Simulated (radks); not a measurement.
All-electron atom: Tl11+ in [Xe] 4f14 5d2.

Calculated with a radial shooting solver on a logarithmic mesh with Libxc functionals: scalar-relativistic Kohn-Sham, r2SCAN, spin-polarised, spherical densities, finite nucleus; open shells are filled with parallel spins first (spin-orbit coupling, left out, can overturn this in heavy ions); meta-GGA in the generalised Kohn-Sham scheme; Fermi nuclear charge, rms radius 5.4759 fm.

Energy parts (hartree):
part                       energy
total                 -20208.1918
kinetic                22753.2206
electron-nucleus      -49880.5769
Hartree                 7290.9095
exchange-correlation    -371.7450

Orbitals (lengths in bohr, moments of r in powers of bohr; <r^-3> diverges for s and p1/2):
orbital,occ.,eigenvalue (hartree),<1/r>,<r^-3>,<r^2>
1s up,1,-3156.265,99.39,-,0.0003690
1s down,1,-3156.266,99.39,-,0.0003690
2s up,1,-569.1095,23.35,-,0.005604
2s down,1,-569.0931,23.35,-,0.005604
2p up,3,-490.5313,20.60,28150,0.004756
2p down,3,-490.5183,20.60,28150,0.004756
3s up,1,-141.7680,8.668,-,0.03600
3s down,1,-141.7655,8.668,-,0.03600
3p up,3,-119.0517,7.860,6520,0.03722
3p down,3,-119.0478,7.860,6520,0.03722
3d up,5,-95.45387,7.374,795.4,0.03087
3d down,5,-95.44377,7.374,795.4,0.03087
4s up,1,-37.45007,3.721,-,0.1726
4s down,1,-37.43723,3.720,-,0.1727
4p up,3,-29.96316,3.355,1591,0.1972
4p down,3,-29.95201,3.354,1590,0.1972
4d up,5,-21.13641,3.015,171.8,0.2217
4d down,5,-21.12241,3.015,171.7,0.2216
4f up,7,-11.37516,2.624,34.62,0.2548
4f down,7,-11.35568,2.627,34.71,0.2534
5s up,1,-11.77455,1.601,-,0.8050
5s down,1,-11.69041,1.609,-,0.7992
5p up,3,-9.57730,1.414,330.5,0.9918
5p down,3,-9.47246,1.423,335.9,0.9835
5d up,2,-6.89307,1.188,30.45,1.353
5d down,0,-6.76049,1.197,31.11,1.340

The highest occupied level is 5d up at -187.57 eV. Summed over all electrons, <r^2> = 18.18 bohr^2, which gives a Langevin (diamagnetic) susceptibility term of -14.4 x 10^-6 cm^3/mol. The spin density at the nucleus is -25.31 e/bohr^3 (1s -0.08, 2s -5.16, 3s 1.16, 4s 8.17, 5s -29.40).
